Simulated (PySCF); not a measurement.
## Bonding in `C=C1C=C(O[SiH3])/C1=C\SC`

C7H10OSSi.
Numbering: `[CH2:1]=[C:2]1[CH:3]=[C:4]([O:5][SiH3:6])/[C:7]1=[CH:8]\[S:9][CH3:10]` (hydrogens: H11, H12 on C1; H13 on C3; H14, H15, H16 on Si6; H17 on C8; H18, H19, H20 on C10)

Geometry (GFN2-xTB, Å), atoms numbered from 1 in this order:
```xyz
20
C7H10OSSi angstrom
C     -1.7627    2.6248   -0.2135
C     -1.4482    1.3410   -0.1879
C     -2.1596    0.0593   -0.3103
C     -1.0089   -0.6490   -0.1573
O     -0.6648   -1.9237   -0.1298
Si    -1.5222   -3.3078   -0.2714
C     -0.1834    0.5623   -0.0183
C      1.0976    0.8584    0.1711
S      2.3707   -0.3338    0.3369
C      3.7864    0.7885    0.5592
H     -1.0155    3.3901   -0.0966
H     -2.7788    2.9503   -0.3552
H     -3.1880   -0.2027   -0.4626
H     -0.4370   -4.2622   -0.1275
H     -2.5278   -3.3897    0.7887
H     -2.1931   -3.3497   -1.5713
H      1.4320    1.8820    0.2341
H      4.6658    0.1640    0.6758
H      3.6386    1.3898    1.4515
H      3.8938    1.4189   -0.3188
```

Bond orders from the PBE0/pcSseg-1 density (PySCF). Geometry: GFN2-xTB, one conformer, isolated molecule.

(1) How far do the computed orders between heavy atoms stray from the drawn ones?

(2) Give the Mayer order of every bond, beside its length.

## Answers

(1) The largest departure is 0.404, at C3–C4 (drawn double, 1.596). Drawn double or triple, more than 0.30 short of the drawn order: C3–C4 (1.596).

(2) 
```tsv
bond	drawn as	length (Å)	Mayer order
C1–C2	double	1.322	1.988
C2–C3	single	1.471	1.028
C3–C4	double	1.360	1.596
C4–O5	single	1.321	0.989
O5–Si6	single	1.634	0.890
C4–C7	single	1.472	1.067
C7–C8	double	1.328	1.737
C8–S9	single	1.752	1.062
S9–C10	single	1.820	0.997
C7–C2	single	1.495	0.975
C1–H11	single	1.076	0.910
C1–H12	single	1.076	0.916
C3–H13	single	1.072	1.012
Si6–H14	single	1.452	0.949
Si6–H15	single	1.463	0.924
Si6–H16	single	1.463	0.924
C8–H17	single	1.079	0.897
C10–H18	single	1.085	0.958
C10–H19	single	1.086	0.949
C10–H20	single	1.086	0.949
```

Bonds between the same two heavy elements. C–C: lowest C7–C2 (0.975, 1.495 Å), highest C1–C2 (1.988, 1.322 Å). C–S: lowest S9–C10 (0.997, 1.820 Å), highest C8–S9 (1.062, 1.752 Å).

**Question.** Sum the orders of all bonds at each heavy atom with more than one neighbour and set the sums beside the valence in the SMILES.

**Answer.** C1 3.814 (drawn 4), C2 3.991 (drawn 4), C3 3.636 (drawn 4), C4 3.652 (drawn 4), O5 1.879 (drawn 2), Si6 3.687 (drawn 4), C7 3.779 (drawn 4), C8 3.696 (drawn 4), S9 2.059 (drawn 2), C10 3.853 (drawn 4). Orders between atoms that aren't bonded are not in these sums.

Mayer orders depend on the basis set.

These values come from a run that also computed NMR shieldings. Time: 61 s of wall time; peak memory 0.99 GiB. Hardware: one thread, Arm Neoverse V1 (aarch64), no GPU, shared host with 32 logical CPUs at a one-minute load of 20.
